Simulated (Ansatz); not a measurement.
Cost and result up the ladder for the cluster Cu2H4 (6 atoms). Charge 0, multiplicity 1. Geometry: r2SCAN-D4/def2-TZVP.

```tsv
atom	x (Å)	y (Å)	z (Å)
Cu1	0.968	-0.739	-0.196
Cu2	-1.030	0.622	0.274
H3	-2.349	0.564	0.974
H4	0.613	0.969	-0.184
H5	1.543	-2.099	0.037
H6	0.255	0.682	-0.905
```

Ansatz on 4 threads of Intel Xeon Platinum 8259CL on a shared host. Times are rough, and most runs start from the orbitals of an earlier one. ωB97M-V/def2-TZVP serves as the yardstick here, not as an exact answer. Binding counts from free atoms at the same level (Cu doublet, H doublet; other spins of the atoms weren't run), without zero-point energy or a counterpoise term.

Correlated methods freeze 18 core orbitals. In the singlet, H4 and H6 lie 0.85 Å apart (atoms count from 1), so H2 has formed as a molecule. No other spin state of charge 0 was run. Another isomer (singlet) lies 1.23 eV lower at PBE0-D4/def2-TZVP; other spin states weren't run for this one.

Correlated methods converge slowly with the basis.

```
                         level  functions  binding energy per atom (eV)  difference from ωB97M-V/def2-TZVP (eV)
            CCSD(T)/def2-TZVPP        184                          1.79                                   -0.02
             ωB97M-V/def2-TZVP        114                          1.81                                    0.00
           r2SCAN-D4/def2-TZVP        114                          1.90                                    0.09
             PBE0-D4/def2-TZVP        114                          1.72                                   -0.09
PBE-D4/def2-TZVP (with forces)        114                          1.85                                    0.04
```

Question: Estimate how long each takes.

Answer: PBE-D4/def2-TZVP (with forces) 1.7 s; PBE0-D4/def2-TZVP 2.4 s; r2SCAN-D4/def2-TZVP 2.4 s; ωB97M-V/def2-TZVP 5.5 s; CCSD(T)/def2-TZVPP 30 s. On shared hardware such times vary by a factor of up to 3.
